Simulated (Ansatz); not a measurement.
Isolated molecules relaxed with PBE0-D4/def2-TZVP in Ansatz; ΔE leaves out vibrations. CCSD(T)/CBS adds triple-zeta CCSD(T) − MP2 to the extrapolated MP2 energy (def2 sets, frozen cores). This one scheme is used for every species. Functionals use def2-TZVPP. B3LYP here is the variant with VWN-RPA as its local correlation; programs differ in this. HSE06 is defined as in plane-wave codes. Elements past krypton have def2 core potentials. For Y outer-core shells are correlated without core-valence functions, which leaves a few kJ/mol of doubt a bond.

Consider the ligand exchange at a Y–F bond: `[CH3][Y]([F])[Cl]` + HCl → `[CH3][Y]([Cl])[Cl]` + H–F.

`[CH3][Y]([F])[Cl]`:

```xyz
7

C    -0.819   -0.177   -0.713
Y     0.926   -0.108    0.831
F     2.692   -0.621    0.091
Cl    0.621    1.413    2.751
H    -1.019    0.825   -1.119
H    -0.633   -0.827   -1.576
H    -1.767   -0.505   -0.264
```

HCl:

Z-matrix (Å, degrees):
```
Cl
H 1 1.279
```

`[CH3][Y]([Cl])[Cl]`:

Cartesian coordinates in Å:
```
C -0.322 0.278 -1.032
Y 0.484 -0.281 1.063
Cl 0.859 -2.675 1.454
Cl 0.427 1.524 2.724
H 0.075 1.234 -1.398
H -0.107 -0.478 -1.797
H -1.415 0.397 -1.014
```

H–F:

Cartesian coordinates in Å:
```
F 0.063 -0.448 0.081
H -0.063 0.448 -0.081
```

```tsv
level	ΔE (kcal/mol)	difference from CCSD(T)/CBS
LDA (SPW92)	2.0	3.0
PBE-D4	2.0	3.0
revPBE-D4	2.1	3.1
BLYP-D4	3.4	4.4
r2SCAN-D4	0.8	1.8
B97M-V	1.0	2.0
PBE0-D4	-0.5	0.5
B3LYP-D4	1.4	2.4
r2SCAN0-D4	-1.1	-0.1
HSE06-D4	-0.6	0.4
BHLYP-D4	-0.9	0.1
CAM-B3LYP-D4	2.2	3.2
ωB97X-V	1.3	2.3
PBE-QIDH	-1.7	-0.7
PBE	2.4	3.4
revPBE	2.4	3.4
BLYP	4.0	5.0
PBE0	-0.1	0.9
B3LYP	1.9	2.9
r2SCANh	0.1	1.1
r2SCAN0	-1.0	0.0
HSE06	-0.3	0.7
BHLYP	-0.2	0.8
CAM-B3LYP	2.6	3.6
LC-ωPBE	2.4	3.4
RPA@PBE/def2-TZVPP	0.2	1.2
HF/def2-SVP	-2.2	-1.2
MP2/def2-SVP	2.6	3.6
CCSD/def2-SVP	2.7	3.7
CCSD(T)/def2-SVP	3.0	4.0
HF/def2-TZVPP	-3.1	-2.1
MP2/def2-TZVPP	-1.7	-0.7
SCS-MP2/def2-TZVPP	-0.8	0.2
CCSD/def2-TZVPP	-1.1	-0.1
CCSD(T)/def2-TZVPP	-1.0	0.0
HF/def2-QZVPP	-2.2	-1.2
MP2/def2-QZVPP	-1.4	-0.4
HF/CBS(def2)	-2.1	-1.1
MP2/CBS(def2)	-1.8	-0.8
CCSD/CBS(def2)	-1.2	-0.2
CCSD(T)/CBS	-1.0	0
```

Largest T1 diagnostic among the species: 0.013.

Leaving LDA and LC-ωPBE aside and taking each functional with its dispersion term where it has one, the values spread over 5.1 kcal/mol, from PBE-QIDH to BLYP-D4. In def2-TZVPP, CCSD(T) changes the Hartree–Fock value by +2.1 kcal/mol (the triples alone add +0.2 kcal/mol) and MP2 by +1.4 kcal/mol.
